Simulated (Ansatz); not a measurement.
`CC[Si]O[SiH3]` → 2 C• + 8 H• + O• + 2 Si•  (atomization)

Program: Ansatz. Geometries: PBE0-D4/def2-TZVP. ΔE: electronic, gas phase. CCSD(T)/CBS is the MP2 limit (def2-TZVPP, def2-QZVPP) plus CCSD(T) − MP2 in def2-TZVPP, frozen cores. This one scheme is used for every species, atoms too. DFT in def2-TZVPP. HSE06 is defined as in plane-wave codes. No spin–orbit coupling; open shells (•) take unrestricted orbitals. Spin–orbit coupling would lower the free atoms: a little for C, O, Si. One conformer a species, not always the lowest.

`CC[Si]O[SiH3]`:

Z-matrix (Å, degrees):
```
C
C 1 1.531
H 1 1.093 2 111.7
H 1 1.094 2 111.9 3 -120.0
H 1 1.095 2 111.8 3 119.9
Si 2 1.908 1 112.2 3 -177.2
H 2 1.099 1 110.2 3 61.1
H 2 1.096 1 110.1 3 -56.3
O 6 1.651 2 101.1 1 -67.0
Si 9 1.643 6 150.4 2 -4.8
H 10 1.483 9 108.6 6 -141.9
H 10 1.488 9 111.0 6 -21.9
H 10 1.485 9 109.2 6 98.4
```

```
             level  ΔE (kJ/mol)  difference from CCSD(T)/CBS
       LDA (SPW92)       5334.2                        577.4
            PBE-D4       4774.8                         18.0
          HSE06-D4       4723.0                        -33.8
          BHLYP-D4       4651.3                       -105.5
           ωB97X-V       4764.5                          7.7
            B2PLYP       4694.3                        -62.5
          PBE-QIDH       4701.3                        -55.5
            revPBE       4590.7                       -166.1
            r2SCAN       4733.1                        -23.7
              PBE0       4693.8                        -63.0
           r2SCANh       4710.8                        -46.0
           LC-ωPBE       4700.8                        -56.0
      MP2/def2-SVP       4492.7                       -264.1
     HF/def2-TZVPP       3552.9                      -1203.9
SCS-MP2/def2-TZVPP       4682.4                        -74.4
   CCSD/def2-TZVPP       4581.2                       -175.6
       CCSD(T)/CBS       4756.8                            0
```

(1) What do rigid-rotor, harmonic-oscillator terms from PBE0-D4/def2-TZVP frequencies (298.15 K, 1 bar) make of the CCSD(T)/CBS value? (Best estimate.)

Largest T1 diagnostic among the species: 0.013.

Results:

(1) Ansatz gave: ΔZPE = -248.2 kJ/mol, ΔH = +4564.4 kJ/mol, ΔS = 1350 J/(mol·K), ΔG = +4162.0 kJ/mol. Open shells count their whole term as degenerate.

From PBE to PBE0 (25 % exact exchange), in def2-TZVPP and without D4, ΔE moves by −49.7 kJ/mol: exact exchange takes away binding that semilocal exchange gives to molecules. At CCSD(T), def2-SVP lies −286.1 kJ/mol from the extrapolated value and def2-TZVPP −119.4 kJ/mol: correlation converges slowly with the basis, and small sets miss more of it in the bonded molecule than in its fragments. Leaving LDA and LC-ωPBE aside and taking each functional with its dispersion term where it has one, the values spread over 123.5 kJ/mol, from BHLYP-D4 to PBE-D4. LDA lies +590.7 kJ/mol from PBE without D4, its usual overbinding.

For atomizations the MP2-based limit and the directly extrapolated one differ by several kJ/mol either way, and by 10 to 25 for some Ge, Se and Sn compounds, so smaller differences from it don't rank the levels.
